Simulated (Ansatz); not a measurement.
Ansatz (a first-principles code) input (r2SCAN/def2-TZVP):

Ansatz 0.2 input:
```yaml
crystal:
  periodic: [false, false, false]
  atoms:
    - {symbol: Nb, position_ang: [-0.00000000, -0.00000000, -0.67651132]}
    - {symbol: Cl, position_ang: [0.00000000, 0.00000000, 1.63158612]}
basis:
  gaussian:
    orbitals: def2-TZVP
hamiltonian:
  xc: {name: r2SCAN}
magnetization: {spin_polarized: true, initial_magnetization: 4}
relax: {f_tol: 0.003, max_steps: 100}
```

Output:

```
Functional definition: r2SCAN
integrals: 0.02 GiB planned
574 factors; their error is unknown
mean field: 0.25 GiB planned
mean field evaluation 1: about -14069.6840 eV, gradient 2.0e1 eV
mean field evaluation 2: about -14065.9784 eV, gradient 3.3e1 eV
mean field evaluation 4: about -14072.1435 eV, gradient 4.0e0 eV
mean field evaluation 8: about -14072.2280 eV, gradient 9.1e-2 eV
mean field evaluation 16: about -14072.2281 eV, gradient 3.4e-5 eV
mean field evaluation 32: about -14072.2281 eV, gradient 9.6e-6 eV
mean field evaluation 64: about -14072.0131 eV, gradient 5.2e-1 eV
mean field evaluation 96: about -14070.3614 eV, gradient 8.4e0 eV
mean field -14072.22807473 eV, -517.1448432475 hartree, gradient 6.5e-6 eV, S^2 6.015163; 15 other end points of the search recorded, 0 dependent functions left out
the calculation of the forces begins
reference -14072.22809726 eV, -517.1448440756 hartree; 17, 13 occupied and 60, 64 virtual orbitals, 574 factors
relax step   1: F+E_penalty+E_count = -14072.22807473 eV  Δ(F+E_penalty+E_count) = +0.000e0 eV  max|allowed force component| = 2.240e-1 eV/Å  Δτ_max = 0.0000 Å  (365 SCF iters, accepted)
these checks for a lower state are left out or cut short: starts, cluster_reference, orbital_swaps, neighbouring_geometries, increment
integrals: 0.02 GiB planned
574 factors; their error is unknown
mean field: 0.25 GiB planned
mean field evaluation 128: about -14072.2299 eV, gradient 4.3e-4 eV
mean field -14072.22987800 eV, -517.1449095165 hartree, gradient 8.5e-6 eV, S^2 6.014904; 0 other end points of the search recorded, 0 dependent functions left out
the calculation of the forces begins
reference -14072.22990057 eV, -517.1449103460 hartree; 17, 13 occupied and 60, 64 virtual orbitals, 574 factors
relax step   2: F+E_penalty+E_count = -14072.22987800 eV  Δ(F+E_penalty+E_count) = -1.803e-3 eV  max|allowed force component| = 1.893e-2 eV/Å  Δτ_max = 0.0087 Å  (47 SCF iters, accepted)
these checks for a lower state are left out or cut short: starts, cluster_reference, orbital_swaps, neighbouring_geometries, increment
integrals: 0.02 GiB planned
574 factors; their error is unknown
mean field: 0.25 GiB planned
mean field -14072.22989035 eV, -517.1449099704 hartree, gradient 6.9e-6 eV, S^2 6.014924; 0 other end points of the search recorded, 0 dependent functions left out
the calculation of the forces begins
reference -14072.22991292 eV, -517.1449107998 hartree; 17, 13 occupied and 60, 64 virtual orbitals, 574 factors
relax step   3: F+E_penalty+E_count = -14072.22989035 eV  Δ(F+E_penalty+E_count) = -1.235e-5 eV  max|allowed force component| = 9.856e-5 eV/Å  Δτ_max = 0.0007 Å  (38 SCF iters, accepted)
integrals: 0.02 GiB planned
574 factors; their error is unknown
mean field: 0.25 GiB planned
mean field evaluation 160: about -14072.2299 eV, gradient 2.4e-4 eV
mean field evaluation 192: about -14071.9929 eV, gradient 3.8e-4 eV
mean field evaluation 224: about -14072.0761 eV, gradient 1.2e0 eV
mean field evaluation 256: about -14072.1542 eV, gradient 4.3e-1 eV
mean field -14072.22989035 eV, -517.1449099704 hartree, gradient 6.9e-6 eV, S^2 6.014924; 18 other end points of the search recorded, 0 dependent functions left out
the calculation of the forces begins
reference -14072.22991292 eV, -517.1449107998 hartree; 17, 13 occupied and 60, 64 virtual orbitals, 574 factors
Total energy: -14072.22991292 eV, -517.1449107998 hartree
Atom 0 at    -0.000000     0.000000    -0.668498 Å, force    -0.000000     0.000000     0.000099 eV/Å
Atom 1 at     0.000000    -0.000000     1.623572 Å, force     0.000000    -0.000000    -0.000099 eV/Å
Dipole moment:    -0.000000    -0.000000    -0.743505 e Å
```

The spin state was set by rule; other spins were not relaxed.
